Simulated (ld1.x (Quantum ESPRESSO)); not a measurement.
# Varying the TM potential for Cl (Z = 17)

Base potential:

Cl (Z = 17), norm-conserving Troullier–Martins (Kleinman–Bylander form), made with ld1.x (Quantum ESPRESSO) 7.5 (BLYP, non-relativistic). Core [Ne], reference 3s2 3p5. Waves: 3p (bound): rc 1.40 bohr; 3s (bound): rc 1.00 bohr. Local part: the s channel. Core correction: a·sin(br)/r model core inside 0.50 bohr.

Cutoffs, loose and tight: the cutoffs (Ry, on a coarse ladder) from which the occupation-weighted sum of valence levels, in a spherical-Bessel basis at the reference potential, stays within 10 and 1 mRy of its value at 400 Ry. They do not see the model core or the augmentation charge, which bear on the density cutoff. Test errors are all-electron minus pseudo excitation energies from the reference, over the configurations 3s2 3p4; 3s2 3p3; 3s2 3p2; 3s2 3p5.3; 3s1 3p5; 3s2 3p1; 3s2 3p4.5. A dash means not determined; rows that change the core or the reference have their own tests.

| change | outcome | cutoff, loose | cutoff, tight | bound ghosts | largest test error (meV) |
| --- | --- | --- | --- | --- | --- |
| base | generated | 110 Ry | 230 Ry | none | +255 |
| all radii but the core radius scaled by about 0.92 (s 0.92, p 1.28 bohr) | generated | 100 Ry | 300 Ry | none | +293 |
| all radii but the core radius scaled by about 1.16 (s 1.16, p 1.62 bohr) | generated | 50 Ry | 100 Ry | none | +201 |

What comes out with this change to the base: all radii but the core radius scaled by about 1.36 (s 1.36, p 1.90 bohr)?

outcome: generated; cutoff, loose: 50 Ry; cutoff, tight: 70 Ry; bound ghosts: none; largest test error (meV): +159.

What comes out with this change to the base: all radii but the core radius scaled by about 0.78 (s 0.78, p 1.08 bohr)?

outcome: generated; cutoff, loose: over 300 Ry; cutoff, tight: over 300 Ry; bound ghosts: none; largest test error (meV): +521.

What comes out with this change to the base: all radii but the core radius scaled by about 1.24 (s 1.24, p 1.74 bohr)?

outcome: generated; cutoff, loose: 50 Ry; cutoff, tight: 70 Ry; bound ghosts: none; largest test error (meV): +183.

Reading the sweep of the scale of all radii but the core radius (base = 1) (base included, trends over the rows without a ghost): The loose cutoff is not monotonic: lowest 50 Ry at 1.16, highest 110 Ry at 1. The median size of the test errors (rows with all tests solved) is not monotonic: lowest 5.6 meV at 1, highest 16.1 meV at 0.78.
